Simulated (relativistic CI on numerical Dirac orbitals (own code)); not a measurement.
Nd³³⁺: computed level list

Method of calculation: Dirac-Coulomb-Breit CI, KLI orbitals optimised for each configuration, model QED, unscaled Slater integrals (own radial code, finite nucleus).

Configurations in the expansion (outside the closed core [Ne]): 3s2.3p6.3d9, 3s2.3p5.3d10, 3s.3p6.3d10, 3s2.3p6.3d8.4s, 3s2.3p6.3d8.4p, 3s2.3p6.3d8.4d, 3s2.3p4.3d10.4s, 3s2.3p5.3d9.4s, 3s2.3p4.3d10.4p, 3s2.3p6.3d8.4f, 3s2.3p5.3d9.4p, 3s2.3p4.3d10.4d, 3s.3p5.3d10.4s, 3s2.3p6.3d7.4s2, 3s.3p5.3d10.4p, 3s2.3p6.3d7.4s.4p, 3s2.3p5.3d9.4d, 3s.3p6.3d9.4s, 3s2.3p6.3d8.5s, 3s2.3p6.3d7.4p2, 3s.3p5.3d10.4d, 3s2.3p6.3d8.5p, 3p6.3d10.4s, 3s2.3p6.3d7.4s.4d, 3s2.3p5.3d9.4f, 3s.3p6.3d9.4p, 3s2.3p6.3d8.5d, 3p6.3d10.4p, 3s2.3p6.3d7.4p.4d, 3s2.3p5.3d8.4s2, 3s2.3p6.3d8.5f, 3s2.3p6.3d8.5g, 3s2.3p5.3d8.4s.4p, 3p6.3d10.4d, 3s.3p6.3d9.4d, 3s2.3p6.3d7.4d2. Levels of other configurations are missing.

| No. | Configuration | Term | J | E (eV) | % | Next component (%) | Landé g | Lifetime (s) |
| --- | --- | --- | --- | --- | --- | --- | --- | --- |
| 41 | 3s2.3p6.3d8.4p | 2P° | 3/2 | 985.09 | 54 | 25 2D° | 1.193 | 2.98e-13 |
| 42 | 3s2.3p6.3d8.4p | 2P° | 1/2 | 985.19 | 57 | 24 2S° | 0.877 | 8.60e-12 |
| 43 | 3s2.3p6.3d8.4p | 4G° | 5/2 | 989.84 | 42 | 31 2F° | 0.843 | 2.30e-12 |
| 44 | 3s2.3p6.3d8.4p | 4F° | 3/2 | 992.60 | 34 | 25 2P° | 0.917 | 5.40e-13 |
| 45 | 3s2.3p6.3d8.4p | 2P° | 3/2 | 997.30 | 36 | 23 2D° | 1.347 | 1.76e-12 |
| 46 | 3s2.3p6.3d8.4p | 4G° | 9/2 | 997.89 | 67 | 27 2G° | 1.161 | 1.05e-11 |
| 47 | 3s2.3p6.3d8.4p | 2F° | 5/2 | 998.45 | 38 | 37 4D° | 1.117 | 1.81e-12 |
| 48 | 3s2.3p6.3d8.4p | 4F° | 7/2 | 999.14 | 57 | 18 2G° | 1.149 | 2.68e-12 |
| 49 | 3s2.3p6.3d8.4p | 2D° | 3/2 | 1000.43 | 58 | 37 4D° | 0.955 | 2.86e-13 |
| 50 | 3s2.3p6.3d8.4p | 4P° | 5/2 | 1004.32 | 41 | 24 2F° | 1.239 | 1.58e-12 |
| 51 | 3s2.3p6.3d8.4p | 4D° | 7/2 | 1005.31 | 50 | 29 2G° | 1.192 | 6.70e-12 |
| 52 | 3s2.3p6.3d8.4p | 4D° | 1/2 | 1005.49 | 52 | 34 2P° | 0.499 | 1.12e-12 |
| 53 | 3s2.3p6.3d8.4p | 2D° | 3/2 | 1006.47 | 35 | 30 2P° | 1.042 | 3.64e-13 |
| 54 | 3s2.3p6.3d8.4p | 4D° | 1/2 | 1008.23 | 27 | 27 2P° | 1.260 | 2.28e-12 |
| 55 | 3s2.3p6.3d8.4p | 2H° | 11/2 | 1008.69 | 91 | 9 4G° | 1.101 | 1.09e-11 |
| 56 | 3s2.3p6.3d8.4p | 2F° | 5/2 | 1009.15 | 85 | 10 2D° | 0.894 | 3.15e-13 |
| 57 | 3s2.3p6.3d8.4p | 4D° | 5/2 | 1010.07 | 58 | 33 2D° | 1.302 | 6.91e-12 |
| 58 | 3s2.3p6.3d8.4p | 4S° | 3/2 | 1011.87 | 43 | 34 2D° | 1.471 | 4.44e-12 |
| 59 | 3s2.3p6.3d8.4p | 2P° | 1/2 | 1012.06 | 78 | 18 2S° | 0.954 | 2.74e-13 |
| 60 | 3s2.3p6.3d8.4p | 2G° | 7/2 | 1012.18 | 63 | 33 2F° | 0.984 | 2.59e-12 |
| 61 | 3s2.3p6.3d8.4p | 2G° | 9/2 | 1013.77 | 76 | 19 2H° | 1.078 | 9.48e-12 |
| 62 | 3s2.3p6.3d8.4p | 2P° | 3/2 | 1024.84 | 28 | 25 2D° | 0.967 | 1.07e-11 |
| 63 | 3s2.3p6.3d8.4p | 2D° | 5/2 | 1025.97 | 31 | 29 2F° | 1.014 | 1.45e-12 |
| 64 | 3s2.3p6.3d8.4p | 2F° | 7/2 | 1026.47 | 41 | 27 2G° | 1.075 | 9.66e-12 |
| 65 | 3s2.3p6.3d8.4p | 2P° | 1/2 | 1028.00 | 50 | 40 4D° | 0.523 | 9.83e-13 |
| 66 | 3s2.3p6.3d8.4p | 2P° | 3/2 | 1045.52 | 64 | 12 2D° | 1.321 | 4.00e-12 |
| 67 | 3s2.3p6.3d8.4d | 4P | 5/2 | 1075.76 | 40 | 36 4D | 1.391 | 4.30e-12 |
| 68 | 3s2.3p6.3d8.4d | 4D | 7/2 | 1077.12 | 53 | 28 4F | 1.302 | 4.32e-12 |
| 69 | 3s2.3p6.3d8.4d | 2H | 11/2 | 1078.49 | 46 | 34 4H | 1.106 | 3.91e-12 |
| 70 | 3s2.3p6.3d8.4d | 4G | 9/2 | 1079.73 | 37 | 27 4F | 1.167 | 3.88e-12 |
| 71 | 3s2.3p6.3d8.4d | 2D | 3/2 | 1081.72 | 55 | 24 4D | 1.017 | 5.18e-12 |
| 72 | 3s2.3p6.3d8.4d | 2F | 5/2 | 1083.70 | 37 | 19 4D | 1.127 | 4.21e-12 |
| 73 | 3s2.3p6.3d8.4d | 4H | 13/2 | 1084.65 | 91 | 9 2I | 1.212 | 6.75e-12 |
| 74 | 3s2.3p6.3d8.4d | 2F | 7/2 | 1084.90 | 42 | 25 2G | 1.123 | 5.76e-12 |
| 75 | 3s2.3p6.3d8.4d | 4G | 11/2 | 1086.23 | 72 | 26 2H | 1.215 | 6.75e-12 |
| 76 | 3s2.3p6.3d8.4d | 2P | 3/2 | 1086.48 | 53 | 17 2D | 1.213 | 5.46e-12 |
| 77 | 3s2.3p6.3d8.4d | 2F | 7/2 | 1086.79 | 38 | 26 2G | 1.055 | 4.33e-12 |
| 78 | 3s2.3p6.3d8.4d | 2P | 1/2 | 1087.44 | 42 | 27 4P | 1.336 | 3.79e-12 |
| 79 | 3s2.3p6.3d8.4d | 4F | 9/2 | 1088.06 | 48 | 42 2G | 1.199 | 6.34e-12 |
| 80 | 3s2.3p6.3d8.4d | 2D | 5/2 | 1089.79 | 39 | 25 2F | 1.147 | 6.14e-12 |
| 81 | 3s2.3p6.3d8.4d | 2F | 7/2 | 1092.34 | 47 | 26 4D | 1.152 | 6.49e-12 |
| 82 | 3s2.3p6.3d8.4d | 2G | 9/2 | 1094.22 | 48 | 38 4F | 1.168 | 6.44e-12 |
| 83 | 3s2.3p6.3d8.4d | 2P | 3/2 | 1094.51 | 38 | 29 4P | 1.260 | 5.57e-12 |
| 84 | 3s2.3p6.3d8.4d | 2P | 1/2 | 1094.91 | 39 | 35 2S | 1.469 | 6.49e-12 |
| 85 | 3s2.3p6.3d8.4d | 4F | 5/2 | 1096.62 | 42 | 17 2D | 1.148 | 5.05e-12 |
| 86 | 3s2.3p6.3d8.4d | 4D | 3/2 | 1098.74 | 44 | 26 2P | 1.176 | 4.27e-12 |
| 87 | 3s2.3p6.3d8.4d | 4F | 3/2 | 1100.03 | 39 | 34 2D | 0.789 | 4.06e-12 |
| 88 | 3s2.3p6.3d8.4d | 4H | 9/2 | 1100.78 | 57 | 23 2H | 0.981 | 3.89e-12 |
| 89 | 3s2.3p6.3d8.4d | 4G | 7/2 | 1101.12 | 48 | 31 2F | 1.034 | 4.01e-12 |
| 90 | 3s2.3p6.3d8.4d | 4D | 1/2 | 1102.36 | 89 | 7 4P | 0.204 | 5.25e-12 |
| 91 | 3s2.3p6.3d8.4d | 2D | 5/2 | 1102.56 | 38 | 21 4D | 1.093 | 4.40e-12 |
| 92 | 3s2.3p6.3d8.4d | 4D | 3/2 | 1105.72 | 41 | 21 4P | 1.137 | 4.22e-12 |
| 93 | 3s2.3p6.3d8.4d | 2D | 5/2 | 1106.84 | 31 | 21 4F | 1.212 | 6.12e-12 |
| 94 | 3s2.3p6.3d8.4d | 2D | 5/2 | 1107.10 | 53 | 18 4G | 1.085 | 4.29e-12 |
| 95 | 3s2.3p6.3d8.4d | 2F | 5/2 | 1107.41 | 37 | 24 4D | 1.083 | 6.59e-12 |
| 96 | 3s2.3p6.3d8.4d | 4H | 11/2 | 1107.54 | 64 | 25 2H | 1.131 | 6.72e-12 |
| 97 | 3s2.3p6.3d8.4d | 2F | 7/2 | 1107.72 | 34 | 27 4H | 1.007 | 3.95e-12 |
| 98 | 3s2.3p6.3d8.4d | 4F | 7/2 | 1108.64 | 49 | 26 2G | 1.149 | 6.62e-12 |
| 99 | 3s2.3p6.3d8.4d | 2P | 1/2 | 1108.76 | 54 | 32 4D | 0.700 | 5.71e-12 |
| 100 | 3s2.3p6.3d8.4d | 4G | 9/2 | 1108.81 | 55 | 16 2G | 1.148 | 6.61e-12 |
| 101 | 3s2.3p6.3d8.4d | 2D | 3/2 | 1110.30 | 43 | 29 4P | 1.082 | 6.36e-12 |
| 102 | 3s2.3p6.3d8.4d | 2I | 11/2 | 1110.69 | 85 | 13 2H | 0.944 | 4.02e-12 |
| 103 | 3s2.3p6.3d8.4d | 4P | 1/2 | 1111.75 | 59 | 18 4D | 1.791 | 3.91e-12 |
| 104 | 3s2.3p6.3d8.4d | 4F | 5/2 | 1112.72 | 41 | 31 2D | 1.057 | 4.01e-12 |
| 105 | 3s2.3p6.3d8.4d | 2D | 3/2 | 1113.25 | 29 | 26 4P | 1.036 | 5.55e-12 |
| 106 | 3s2.3p6.3d8.4d | 4D | 7/2 | 1113.34 | 32 | 28 2F | 1.122 | 5.74e-12 |
| 107 | 3s2.3p6.3d8.4d | 2D | 3/2 | 1114.48 | 33 | 24 4P | 1.101 | 4.29e-12 |
| 108 | 3s2.3p6.3d8.4d | 2F | 7/2 | 1115.10 | 47 | 33 2G | 1.105 | 4.27e-12 |
| 109 | 3s2.3p6.3d8.4d | 4F | 9/2 | 1115.11 | 49 | 25 2H | 1.152 | 6.37e-12 |
| 110 | 3s2.3p6.3d8.4d | 2F | 5/2 | 1115.40 | 40 | 23 4D | 1.079 | 6.11e-12 |

Energies count from the lowest computed level; ° marks odd parity; lifetimes are radiative, by E1, M1, E2, M2 decay to levels of this space only.

The mean weight of the leading LS term, summed over parents, in these 70 levels is 49 %, and that of the leading jj configuration (from the same eigenvectors) 86 %, so jj coupling describes them better and the LS labels are nominal.

At this charge energies of transitions that change n are usually good to better than 1 %, and those within a shell (Δn = 0) to a few per cent.

LS names give the leading component of a level, which can be under half, so a name can repeat, a term be missing and a line seem to break the LS rules.
